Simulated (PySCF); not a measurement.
**Ge³⁺ (germanium, charge +3): UHF calculation**

Configuration: [Ar] 3d10 4s1, 2S determinant. Calculation: PySCF 2.14, in x2c-TZVPPall; the spin-free X2C one-electron Hamiltonian (Gaussian nucleus).

* Total energy: -2095.034743 hartree
* One-electron energy: -2883.8100 hartree
* Hartree (Coulomb) energy: 866.6365 hartree
* Exchange energy: -77.8612 hartree
* ⟨S²⟩: 0.7503
* ⟨L²⟩: 0.000
* Sum of ⟨r⟩: 15.79 bohr
* Sum of ⟨r²⟩: 14.68 bohr²
* Langevin diamagnetic susceptibility: -11.6 ×10⁻⁶ cm³/mol

| shell | electrons | mean orbital energy (hartree) | rms radius, mean of both spins (bohr) |
| --- | --- | --- | --- |
| 1s α | 1 | -412.10427 | 0.0542 |
| 1s β | 1 | -412.09648 | 0.0542 |
| 2s α | 1 | -54.68438 | 0.227 |
| 2s β | 1 | -54.67529 | 0.227 |
| 2p α | 3 | -47.77444 | 0.203 |
| 2p β | 3 | -47.77218 | 0.203 |
| 3s α | 1 | -8.65619 | 0.668 |
| 3s β | 1 | -8.63183 | 0.668 |
| 3p α | 3 | -6.45556 | 0.700 |
| 3p β | 3 | -6.44727 | 0.700 |
| 3d α | 5 | -2.84499 | 0.802 |
| 3d β | 5 | -2.83880 | 0.802 |
| 4s α | 1 | -1.64380 | 2.01 |

Densities and radii are taken from the X2C orbitals without a picture-change correction, which distorts them close to the nucleus.
